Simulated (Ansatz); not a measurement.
**SnH3F (SMILES [F][SnH3]): the vertical ionisation energy from total energies**

SnH3F: 5 atoms, total charge 0, spin state singlet. As SMILES, `[F][SnH3]`. The coordinates come from a PBE0-D4/def2-TZVP relaxation.

Both states at this one shape; open shells run unrestricted unless said. 1 Eh = 27.2114 eV.

| level | program | singlet SnH3F (Eh) | doublet SnH3F+ (Eh) |
| --- | --- | --- | --- |
| r2SCAN/STO-3G | Ansatz | -6065.668683 | -6065.378129 |
| CCSD/STO-3G, 19 core orbitals frozen | Ansatz | -6063.149964 | -6062.895103 |
| FCI/STO-3G, 19 core orbitals frozen | Ansatz | -6063.152472 | -6062.896752 |

Q: Work out the vertical ionisation energy at each level.

A: 
1. r2SCAN/STO-3G: -6065.378129 − (-6065.668683) = 0.290554 Eh = 7.91 eV.
2. CCSD/STO-3G: -6062.895103 − (-6063.149964) = 0.254861 Eh = 6.94 eV.
3. FCI/STO-3G: -6062.896752 − (-6063.152472) = 0.255720 Eh = 6.96 eV.

No measured value is set beside it here; the levels span 6.94 to 7.91 eV. Spin-orbit coupling, which splits open shells on such heavy atoms by tenths of an eV, is left out. Minimal sets are far from the basis-set limit. All-electron rows are non-relativistic unless named.
